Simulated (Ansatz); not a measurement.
# Cost against result

Saddle point of HfSiN$_{2}$H$_{10}$O$_{4}$, closed shell (HfSiN₂H₁₀O₄ ([NH2][SiH2]1[NH2][Hf]([OH])([OH])([OH])[OH]1) → HfSiNH₇O₄ ([OH][Hf]1([OH])([OH])[NH2][SiH2][O]1) + NH₃; bonds formed: N2–H4; bonds broken: Si1–N2, H4–O5), PBE0-D4/def2-TZVP structure:

```xyz
18
angstrom
Si -1.0911 0.0189 -1.2301
N -0.1823 0.5447 -2.8457
N -1.4370 -0.4267 0.5827
H 0.7359 0.5100 -1.7709
O 0.5462 0.2455 -0.6963
Hf 0.7462 -0.1231 1.3774
O 0.0560 1.1996 2.6417
O 2.6434 0.2694 1.3340
O 0.7035 -1.9660 2.0340
H -1.5220 -1.3031 -1.7667
H -2.0350 1.1724 -1.2516
H -0.1048 -0.1405 -3.5848
H -0.4315 1.4348 -3.2549
H -2.1000 0.1848 1.0457
H -1.7617 -1.3761 0.7277
H 0.4113 1.8381 3.2552
H 3.4998 0.5037 0.9932
H 1.3229 -2.5864 2.4094
```

Barriers are electronic and count from the start structure reached by relaxing down the imaginary mode.

Computed with Ansatz 0.2.0 (basis: as named in each row); correlated methods freeze the cores. Core potentials replace the inner electrons of the atoms past krypton. B3LYP uses VWN-RPA correlation. Extrapolation: Hartree–Fock as exp(−7.88 √X), correlation as X^−2.97.

Times are rough, for one single point on 4 threads of a shared host (AMD EPYC 7R13), with one NVIDIA H100 (or a share of it) where marked.

The estimate by CCSD(T) at an estimated basis limit (MP2 extrapolated from triple and quadruple zeta, plus CCSD(T) − MP2 in triple zeta) is 8.57 kcal/mol.

| method | basis | time (s) | barrier (kcal/mol) | method less estimate |
| --- | --- | --- | --- | --- |
| SPW92 | def2-SVP | 2 | -1.67 | -10.24 |
| PBE-D4 | def2-SVP | 3 | 1.55 | -7.02 |
| PBE0-D4 | def2-SVP | 4 | 4.13 | -4.43 |
| B3LYP-D4 | def2-TZVPP | 4 (H100) | 8.20 | -0.37 |
| SPW92 | def2-TZVPP | 4 (H100) | 1.74 | -6.83 |
| PBE-D4 | def2-TZVPP | 4 (H100) | 4.60 | -3.97 |
| BLYP-D4 | def2-TZVPP | 4 (H100) | 6.79 | -1.77 |
| BHLYP-D4 | def2-TZVPP | 4 (H100) | 10.86 | 2.29 |
| r2SCAN-D4 | def2-TZVPP | 4 (H100) | 5.90 | -2.66 |
| r2SCAN0-D4 | def2-TZVPP | 5 (H100) | 7.51 | -1.06 |
| CAM-B3LYP-D4 | def2-TZVPP | 5 (H100) | 8.31 | -0.26 |
| PBE0-D4 | def2-TZVPP | 6 (H100) | 6.71 | -1.86 |
| wB97X-V | def2-TZVPP | 6 (H100) | 8.08 | -0.49 |
| B2PLYP | def2-TZVPP | 6 (H100) | 7.70 | -0.87 |
| PBE-QIDH | def2-TZVPP | 6 (H100) | 7.37 | -1.20 |
| CCSD(T) | def2-SVP | 7 (H100) | 6.22 | -2.34 |
| B97M-V | def2-TZVPP | 7 (H100) | 9.29 | 0.73 |
| wB97M-V | def2-TZVPP | 8 (H100) | 8.38 | -0.19 |
| RPA on PBE | def2-TZVPP | 8 (H100) | 7.49 | -1.08 |
| MP2 | def2-QZVPP | 10 (H100) | 7.12 | -1.45 |
| wB97M-V | def2-SVP | 13 | 5.48 | -3.09 |
| CCSD(T) | def2-TZVPP | 54 (H100) | 7.89 | -0.68 |

All methods are single points on the PBE0-D4 structures; a negative value means that the method puts the saddle structure below the start.

No T1 diagnostic of these runs exceeds 0.016.

The step is the kind of ligand exchange by which a precursor binds to a hydroxyl group, or is hydrolysed, in atomic layer deposition of oxides. Here a small cluster stands in for the surface site.

Labels in which every atom is bracketed show which atoms are joined, not bond orders.
